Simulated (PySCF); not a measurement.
# Working out the ionisation energy of Ge²⁺

Ge²⁺ [Ar] 3d10 4s2 (1S) → Ge³⁺ [Ar] 3d10 4s1 (2S). Computed with PySCF 2.14 in def2-TZVPPD, with no relativity, point nucleus. Frozen: [Ne]. Energies in hartree (1 hartree = 27.21139 eV):

```csv
part,Ge²⁺ (lower),Ge³⁺ (upper)
UHF,-2074.488797,-2073.323301
CCSD correlation,-0.281380,-0.230613
(T),-0.006355,-0.004308
```

Task: What does Hartree-Fock give?

Result: (-2073.323301) − (-2074.488797) = 1.165496 hartree = 31.715 eV.

Task: What do CCSD and CCSD(T) give?

Result: The CCSD correlation energies differ by 0.050767 hartree = 1.381 eV and the triples by 0.002047 hartree = 0.056 eV, so CCSD gives 33.096 eV and CCSD(T) 33.152 eV.

Measured between the centres of the two terms (NIST): 34.058 eV, so CCSD(T) (valence and next inner shell) is off by -0.906 eV.

The calculation is non-relativistic.

What remains against the reference includes basis incompleteness, the frozen core and higher excitations.
